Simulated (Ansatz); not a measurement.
Input for Ansatz (an electronic-structure program): R-CCSD(T)/cc-pV(D+d)Z on CH7PSi (SMILES C[SiH2]P), a point of a torsion scan. Files ending in .json are basis or fitting sets from the Basis Set Exchange.

Ansatz 0.2 input:
```yaml
crystal:
  periodic: [false, false, false]
  atoms:
    - {symbol: C, position_ang: [-1.18791433, 0.65892477, -0.08435015]}
    - {symbol: Si, position_ang: [-0.08813208, -0.88276656, 0.12261120]}
    - {symbol: P, position_ang: [2.09804166, -0.38410543, 0.27243001]}
    - {symbol: H, position_ang: [-2.23633630, 0.38541549, -0.15321134]}
    - {symbol: H, position_ang: [-1.07765185, 1.33555234, 0.75954890]}
    - {symbol: H, position_ang: [-0.93053817, 1.21190790, -0.98441440]}
    - {symbol: H, position_ang: [-0.43928810, -1.58482554, 1.36176224]}
    - {symbol: H, position_ang: [-0.24755049, -1.77666635, -1.02943880]}
    - {symbol: H, position_ang: [2.17349396, 0.22711472, -0.96566585]}
    - {symbol: H, position_ang: [1.91857012, 0.82479731, 0.91871462]}
basis:
  gaussian:
    orbitals: cc-pV_D+d_Z.json
magnetization: {spin_polarized: false}
correlation: {method: ccsd_t, electrons: outside_noble_gas}
scf: {lower_state_search: off}
```

Give the final energy of this run.

-672.0794 hartree (reference determinant -671.6312, T1 diagnostic 0.011).
